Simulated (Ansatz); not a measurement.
# Nudged elastic band run: Cl₃H₄NOTi

Input:

```yaml
crystal:
  periodic: [false, false, false]
  atoms:
    - { symbol: Ti, position_ang: [-0.058701, -0.108765, 0.321097] }
    - { symbol: "N", position_ang: [-0.063325, 0.323484, 2.096525] }
    - { symbol: H, position_ang: [-0.469122, 1.168706, 2.488181] }
    - { symbol: H, position_ang: [0.353998, -0.288246, 2.793649] }
    - { symbol: Cl, position_ang: [1.922617, 0.06487, -0.720672] }
    - { symbol: Cl, position_ang: [-1.098633, 1.672789, -0.393333] }
    - { symbol: Cl, position_ang: [-1.470055, -1.74301, -0.294285] }
    - { symbol: O, position_ang: [1.02213, -1.928407, 1.220279] }
    - { symbol: H, position_ang: [1.856574, -1.953746, 0.727534] }
    - { symbol: H, position_ang: [0.493517, -2.675874, 0.901425] }
basis:
  gaussian: { orbitals: def2-SVP }
hamiltonian:
  xc: pbe0
neb:
  order_check: false
  images: 5
  f_tol: 0.03
  max_iterations: 60
  final_atoms:
    - { symbol: Ti, position_ang: [0.04115588, -0.62120041, 0.07775724] }
    - { symbol: "N", position_ang: [0.62728596, 0.12334665, 2.13337358] }
    - { symbol: H, position_ang: [-0.10704484, -0.0987983, 2.80656887] }
    - { symbol: H, position_ang: [0.77889583, 1.13202763, 2.14826842] }
    - { symbol: Cl, position_ang: [2.03178077, 0.20668579, -0.47391309] }
    - { symbol: Cl, position_ang: [-1.69724079, 0.72730035, 0.41013233] }
    - { symbol: Cl, position_ang: [-0.53377051, -1.47888671, -1.88223276] }
    - { symbol: O, position_ang: [0.04091363, -2.15314724, 0.97290521] }
    - { symbol: H, position_ang: [-0.18236549, -2.97283906, 0.51328949] }
    - { symbol: H, position_ang: [1.48938956, -0.33268769, 2.43425072] }
  initial_path:
    images:
      - { positions_ang: [[-0.058701, -0.108765, 0.321097], [-0.063325, 0.323484, 2.096525], [-0.469122, 1.168706, 2.488181], [0.353998, -0.288246, 2.793649], [1.922617, 0.06487, -0.720672], [-1.098633, 1.672789, -0.393333], [-1.470055, -1.74301, -0.294285], [1.02213, -1.928407, 1.220279], [1.856574, -1.953746, 0.727534], [0.493517, -2.675874, 0.901425]] }
      - { positions_ang: [[-0.05004055, -0.08245101, 0.21145598], [-0.02086615, 0.2334375, 2.19728122], [-0.57701868, 0.71506365, 2.64961371], [0.55715814, -0.08033402, 2.8236398], [2.00462301, 0.01804886, -0.77547141], [-1.12123125, 1.74348667, -0.53512724], [-1.37774893, -1.82216704, -0.42421107], [1.06174528, -1.87682729, 1.04892794], [1.42635192, -2.17028472, 0.70949042], [0.58602723, -2.1461716, 1.23480066]] }
      - { positions_ang: [[-0.0413801, -0.05613702, 0.10181495], [0.0215927, 0.14339099, 2.29803743], [-0.68491537, 0.2614213, 2.81104642], [0.76031828, 0.12757795, 2.8536306], [2.08662901, -0.02877228, -0.83027083], [-1.14382951, 1.81418435, -0.67692147], [-1.28544286, -1.90132408, -0.55413714], [1.10136055, -1.82524757, 0.87757687], [0.99612984, -2.38682343, 0.69144685], [0.67853745, -1.6164692, 1.56817632]] }
      - { positions_ang: [[-0.03271965, -0.02982304, -0.00782607], [0.06405155, 0.05334449, 2.39879365], [-0.79281205, -0.19222104, 2.97247913], [0.96347841, 0.33548993, 2.88362141], [2.16863502, -0.07559342, -0.88507024], [-1.16642776, 1.88488202, -0.81871571], [-1.19313679, -1.98048111, -0.68406321], [1.14097583, -1.77366786, 0.70622581], [0.56590777, -2.60336215, 0.67340327], [0.77104768, -1.08676681, 1.90155197]] }
      - { positions_ang: [[-0.00809447, -0.22694883, 0.0207017], [0.25179635, 0.07667854, 2.31032029], [-0.56422298, -0.16108013, 2.91717571], [0.90195089, 0.6010025, 2.63850375], [2.12301694, 0.01849965, -0.74801786], [-1.34336544, 1.49902146, -0.4090997], [-0.97334803, -1.81328298, -1.08345306], [0.77428843, -1.90016099, 0.79511894], [0.31648335, -2.72652112, 0.62003201], [1.01049497, -0.8354071, 2.07911822]] }
      - { positions_ang: [[0.0165307, -0.42407462, 0.04922947], [0.43954116, 0.1000126, 2.22184694], [-0.33563391, -0.12993922, 2.86187229], [0.84042336, 0.86651506, 2.39338608], [2.07739885, 0.11259272, -0.61096548], [-1.52030311, 1.11316091, 0.00051631], [-0.75355927, -1.64608484, -1.48284291], [0.40760103, -2.02665412, 0.88401208], [0.06705893, -2.84968009, 0.56666075], [1.24994226, -0.5840474, 2.25668447]] }
      - { positions_ang: [[0.04115588, -0.62120041, 0.07775724], [0.62728596, 0.12334665, 2.13337358], [-0.10704484, -0.0987983, 2.80656887], [0.77889583, 1.13202763, 2.14826842], [2.03178077, 0.20668579, -0.47391309], [-1.69724079, 0.72730035, 0.41013233], [-0.53377051, -1.47888671, -1.88223276], [0.04091363, -2.15314724, 0.97290521], [-0.18236549, -2.97283906, 0.51328949], [1.48938956, -0.33268769, 2.43425072]] }
```

Run as:

```bash
$ ansatz run input.yaml --threads 4 --pin off --max-ram 5120MiB --backend cpu --events-out ev --progress --plain --runs-dir out
```

Output, in part (warnings, iteration lines, the closing report on the highest movable image, with atoms numbered from 0):

```
NEB end point (image 0): max|allowed force component| = 1.694e-2 eV/Å (the criterion of neb.relax_end_points is 1.000e-2)
NEB end point (image 6): max|allowed force component| = 2.579e-2 eV/Å (the criterion of neb.relax_end_points is 1.000e-2)
NEB iter   1: max|band force component| = 9.523e1 eV/Å  barrier→ = 24.6600 eV  barrier← = 25.4520 eV  Δτ_max = 0.2000 Å  (232 SCF iters)
NEB iter   2: max|band force component| = 2.113e1 eV/Å  barrier→ = 3.4862 eV  barrier← = 4.2782 eV  Δτ_max = 0.2000 Å  (204 SCF iters)
NEB iter   3: max|band force component| = 1.276e1 eV/Å  barrier→ = 1.6077 eV  barrier← = 2.3997 eV  Δτ_max = 0.2000 Å  (191 SCF iters)
NEB iter   4: max|band force component| = 2.671e0 eV/Å  barrier→ = 0.7525 eV  barrier← = 1.5445 eV  Δτ_max = 0.2000 Å  (181 SCF iters)
NEB iter   5: max|band force component| = 1.176e0 eV/Å  barrier→ = 0.6128 eV  barrier← = 1.4048 eV  Δτ_max = 0.1994 Å  (175 SCF iters)
NEB iter   6: max|band force component| = 6.942e-1 eV/Å  barrier→ = 0.4922 eV  barrier← = 1.2842 eV  Δτ_max = 0.1068 Å  (182 SCF iters)
NEB iter   7: max|band force component| = 9.536e-1 eV/Å  barrier→ = 0.4003 eV  barrier← = 1.1923 eV  Δτ_max = 0.0545 Å  (174 SCF iters)
NEB iter   8: max|band force component| = 8.548e-1 eV/Å  barrier→ = 0.3044 eV  barrier← = 1.0964 eV  Δτ_max = 0.0549 Å  (175 SCF iters)
NEB iter   9: max|band force component| = 7.068e-1 eV/Å  barrier→ = 0.2782 eV  barrier← = 1.0702 eV  Δτ_max = 0.0546 Å  (177 SCF iters)
NEB iter  10: max|band force component| = 4.606e-1 eV/Å  barrier→ = 0.2751 eV  barrier← = 1.0671 eV  CI = image 2  Δτ_max = 0.1106 Å  (176 SCF iters)
NEB iter  11: max|band force component| = 5.866e-1 eV/Å  barrier→ = 0.3160 eV  barrier← = 1.1080 eV  CI = image 2  Δτ_max = 0.0552 Å  (174 SCF iters)
NEB iter  12: max|band force component| = 5.999e-1 eV/Å  barrier→ = 0.3367 eV  barrier← = 1.1288 eV  CI = image 2  Δτ_max = 0.1101 Å  (171 SCF iters)
NEB iter  13: max|band force component| = 6.546e-1 eV/Å  barrier→ = 0.3960 eV  barrier← = 1.1880 eV  CI = image 2  Δτ_max = 0.1069 Å  (174 SCF iters)
NEB iter  14: max|band force component| = 6.217e-1 eV/Å  barrier→ = 0.4661 eV  barrier← = 1.2582 eV  CI = image 2  Δτ_max = 0.1080 Å  (175 SCF iters)
NEB iter  15: max|band force component| = 5.870e-1 eV/Å  barrier→ = 0.5147 eV  barrier← = 1.3067 eV  CI = image 2  Δτ_max = 0.1933 Å  (177 SCF iters)
NEB iter  16: max|band force component| = 4.877e-1 eV/Å  barrier→ = 0.5780 eV  barrier← = 1.3701 eV  CI = image 2  Δτ_max = 0.1982 Å  (174 SCF iters)
NEB iter  17: max|band force component| = 7.238e-1 eV/Å  barrier→ = 0.6256 eV  barrier← = 1.4176 eV  CI = image 2  Δτ_max = 0.1009 Å  (173 SCF iters)
NEB iter  18: max|band force component| = 4.395e-1 eV/Å  barrier→ = 0.6329 eV  barrier← = 1.4249 eV  CI = image 2  Δτ_max = 0.0800 Å  (174 SCF iters)
NEB iter  19: max|band force component| = 3.907e-1 eV/Å  barrier→ = 0.6376 eV  barrier← = 1.4296 eV  CI = image 2  Δτ_max = 0.0613 Å  (173 SCF iters)
NEB iter  20: max|band force component| = 1.497e-1 eV/Å  barrier→ = 0.6219 eV  barrier← = 1.4140 eV  CI = image 2  Δτ_max = 0.1006 Å  (169 SCF iters)
NEB iter  21: max|band force component| = 1.015e-1 eV/Å  barrier→ = 0.6125 eV  barrier← = 1.4045 eV  CI = image 2  Δτ_max = 0.0517 Å  (176 SCF iters)
NEB iter  22: max|band force component| = 8.789e-2 eV/Å  barrier→ = 0.6099 eV  barrier← = 1.4019 eV  CI = image 2  Δτ_max = 0.0899 Å  (177 SCF iters)
NEB iter  23: max|band force component| = 1.047e-1 eV/Å  barrier→ = 0.6104 eV  barrier← = 1.4024 eV  CI = image 2  Δτ_max = 0.0443 Å  (177 SCF iters)
NEB iter  24: max|band force component| = 4.773e-2 eV/Å  barrier→ = 0.6073 eV  barrier← = 1.3993 eV  CI = image 2  Δτ_max = 0.0335 Å  (172 SCF iters)
NEB iter  25: max|band force component| = 2.731e-2 eV/Å  barrier→ = 0.6075 eV  barrier← = 1.3995 eV  CI = image 2  Δτ_max = 0.0000 Å  (330 SCF iters)
Total energy: -64252.65222266 eV, -2361.2414171710 hartree
Atom 0 at     0.156006    -0.278777     0.120007 Å, force    -0.016285    -0.011016     0.005439 eV/Å
Atom 1 at     0.228762    -0.058297     2.147252 Å, force    -0.003759     0.001552    -0.023308 eV/Å
Atom 2 at    -0.661106     0.219780     2.561179 Å, force     0.004011     0.012085     0.005993 eV/Å
Atom 3 at     0.921124     0.642918     2.420870 Å, force    -0.005431    -0.004580     0.009777 eV/Å
Atom 4 at     1.965546     0.447246    -0.821888 Å, force     0.002370     0.004630    -0.000338 eV/Å
Atom 5 at    -1.235662     1.425984    -0.020553 Å, force     0.002815     0.001211    -0.005267 eV/Å
Atom 6 at    -1.012758    -1.698966    -1.113910 Å, force     0.003671     0.003136    -0.001342 eV/Å
Atom 7 at     0.938888    -1.963325     1.037285 Å, force     0.006463     0.029589    -0.005627 eV/Å
Atom 8 at     0.540490    -2.826805     0.876079 Å, force    -0.010263     0.002159     0.014311 eV/Å
Atom 9 at     0.647710    -1.377958     1.934077 Å, force     0.016408    -0.038766     0.000362 eV/Å
Dipole moment:     0.052012    -0.239394     0.697624 e Å
```

The run converged. A vibrational analysis at the climbing image gives one clearly imaginary mode, 766i cm⁻¹: a first-order saddle point. The orbitals stay closed-shell, which can raise the energy where a bond breaks towards radicals; this wasn't checked here.

Final band (atoms are numbered from 1 in the order of the input):

```json
{"image": "0", "path coordinate (Å)": "0.00", "energy (kcal/mol)": "0.0", "O8–H10 (Å)": "0.97", "N2–H10 (Å)": "3.28"}
{"image": "1", "path coordinate (Å)": "1.67", "energy (kcal/mol)": "4.5", "O8–H10 (Å)": "0.97", "N2–H10 (Å)": "2.45"}
{"image": "2", "path coordinate (Å)": "3.35", "energy (kcal/mol)": "14.0", "O8–H10 (Å)": "1.11", "N2–H10 (Å)": "1.40"}
{"image": "3", "path coordinate (Å)": "4.18", "energy (kcal/mol)": "-7.8", "O8–H10 (Å)": "1.81", "N2–H10 (Å)": "1.03"}
{"image": "4", "path coordinate (Å)": "5.01", "energy (kcal/mol)": "-14.4", "O8–H10 (Å)": "2.18", "N2–H10 (Å)": "1.02"}
{"image": "5", "path coordinate (Å)": "5.84", "energy (kcal/mol)": "-17.7", "O8–H10 (Å)": "2.44", "N2–H10 (Å)": "1.02"}
{"image": "6", "path coordinate (Å)": "6.67", "energy (kcal/mol)": "-18.3", "O8–H10 (Å)": "2.75", "N2–H10 (Å)": "1.02"}
```

Run time: 7.9 min on 4 threads of Arm Neoverse V1, on a shared host, peak memory 0.43 GiB.
